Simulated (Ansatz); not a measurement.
Level of theory: Ansatz (a program for electronic structure) with frozen-core CCSD(T)/cc-pVQZ // PBE0-D3(BJ)/def2-TZVP.

Ansatz 0.2 input:
```yaml
crystal:
  periodic: [false, false, false]
  atoms:
    - { symbol: Cl, position_ang: [1.833196, -0.82952, 0.003821] }
    - { symbol: Al, position_ang: [-0.007605, 0.143521, -0.000812] }
    - { symbol: Cl, position_ang: [-1.735276, -1.018574, 0.006675] }
    - { symbol: H, position_ang: [-0.090314, 1.704574, -0.009684] }
basis:
  gaussian: { orbitals: cc-pVQZ }
correlation:
  method: ccsd_t
```

Output:

```
Functional definition: HF
1240 factors; integrals over basis functions are off by at most 9.4e-4 eV
mean field evaluation 1: about -31610.6548 eV, gradient 1.6e1 eV
mean field evaluation 2: about -31610.7288 eV, gradient 1.7e1 eV
mean field evaluation 4: about -31611.7230 eV, gradient 1.4e0 eV
mean field evaluation 8: about -31611.7401 eV, gradient 3.2e-5 eV
mean field evaluation 16: about -31611.6081 eV, gradient 1.4e0 eV
mean field -31611.74009421 eV, -1161.7100212550 hartree, gradient 1.6e-6 eV, S^2 0.000000; 0 other end points of the search recorded, 0 dependent functions left out
15 core orbitals not correlated
reference -31611.74009421 eV, -1161.7100212550 hartree; 9, 9 occupied and 183, 183 virtual orbitals, 1240 factors
second order -13.39315859 eV of doubles, -0.00000000 eV of singles
cycle   1  -14.07734375 eV  change   -6.8e-1 eV  update   6.3e-2
cycle   2  -14.36083592 eV  change   -2.8e-1 eV  update   1.8e-2
cycle   3  -14.40050085 eV  change   -4.0e-2 eV  update   7.9e-3
cycle   4  -14.39455745 eV  change    5.9e-3 eV  update   2.0e-3
cycle   5  -14.39402893 eV  change    5.3e-4 eV  update   7.7e-4
cycle   6  -14.39399617 eV  change    3.3e-5 eV  update   2.3e-4
cycle   7  -14.39395135 eV  change    4.5e-5 eV  update   6.9e-5
cycle   8  -14.39397400 eV  change   -2.3e-5 eV  update   2.1e-5
cycle   9  -14.39397682 eV  change   -2.8e-6 eV  update   6.6e-6
perturbative correction -0.62897862 eV, -0.0231145380 hartree
Total energy: -31626.76304965 eV, -1162.2621046848 hartree
```

Cost: around 30 core-seconds (rough).
